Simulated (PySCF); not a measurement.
# Two-component Hartree-Fock for Zr³⁺ (zirconium, charge +3)

Start: [Kr] 4d1; 4d5/2 filled at m_j = +5/2. Calculated with PySCF 2.14 in x2c-TZVPall-2c with one added diffuse shell each of s, p, d type (9s10p8d1f, 86 functions): generalised Hartree-Fock with the X2C-1e Hamiltonian and a Gaussian nucleus; one run each with spin-orbit coupling (SO) switched off, then screened by Boettger's factors. This is a chosen level, not necessarily the ground level.

```csv
spinor shell,electrons,"ε, spin-free (eV)","ε, screened SO (eV)",weight of nominal j (screened SO),"rms radius, screened SO (bohr)"
1s1/2,2,-18125.8,-18125.0,1.000,0.0426
2s1/2,2,-2607.5,-2607.3,1.000,0.176
2p1/2,2,-2322.1,-2381.3,1.000,0.154
2p3/2,4,-2322.1,-2294.2,1.000,0.158
3s1/2,2,-481.75,-481.73,1.000,0.488
3p1/2,2,-386.09,-395.94,1.000,0.489
3d3/2,4,-228.87,-230.34,0.998,0.493
3d5/2,6,-228.87,-227.88,0.999,0.496
4s1/2,2,-95.049,-95.059,1.000,1.29
4p3/2,4,-67.214,-66.738,0.963,1.45
4p1/2,2,-67.214,-68.288,0.927,1.42
4d5/2,1,-33.810,-33.741,1.000,1.99
```

Task: Where does 3p3/2 lie, and what is the 3p spin-orbit splitting (screened SO)?

Result: At -381.47 eV, 14.475 eV above 3p1/2.

| quantity | spin-free | screened SO |
| --- | --- | --- |
| E (hartree) | -3594.54156 | -3594.88607 |
| M_J | 5/2 | 5/2 |
| ⟨J²⟩ | 8.754 | 8.754 |
| ⟨L²⟩ | 6.004 | 6.011 |
| ⟨S²⟩ | 0.751 | 0.758 |

Each row is a mean over spinors that exchange with the open shell spreads, by up to 3.708 eV (4p3/2).

Breit and QED terms are absent; they matter most for the inner s and p1/2 levels.

Densities and radii are taken from the X2C orbitals without a picture-change correction, which distorts them close to the nucleus.

Without spin-orbit coupling the j labels of p, d and f shells carry no meaning; the spin-free column gives the mean over the occupied spinors of each nl shell.
